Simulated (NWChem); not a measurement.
Species: C5H3F; SMILES C#CC(F)C#C

### Question
Give the equilibrium geometry at PBE0/def2-SVP (NWChem) as a Z-matrix, with the point group.

### Answer
point group Cs; any orientation.
```
C
F 1 1.3754
H 1 1.1067 2 107.20
C 1 1.4659 3 108.44 2 119.26
C 4 1.2088 3 148.59 1 179.42
H 5 1.0749 3 160.45 1 -179.95
C 1 1.4659 3 108.44 2 -119.26
C 7 1.2088 3 148.59 1 -179.42
H 8 1.0749 3 160.45 1 179.95
```
